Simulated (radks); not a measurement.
The numbers below are computed, except where a source is named.
Task: Species: the beryllium ion Be+. Configuration: [He] 2s1. Level of theory: non-relativistic Kohn-Sham, PBEsol, spin-polarised, spherical densities, point nucleus; open shells are filled with parallel spins first (a radial shooting solver on a logarithmic mesh with Libxc functionals). Some entries of the table are withheld. Estimate them.

orbital,occ.,eigenvalue (eV),<r> (bohr)
1s up,1,-116.9540,(1)
1s down,1,-116.4844,(2)
2s up,1,-14.3403,2.261

Result: 
(1) 1s up <r> (bohr): 0.4211
(2) 1s down <r> (bohr): 0.4210
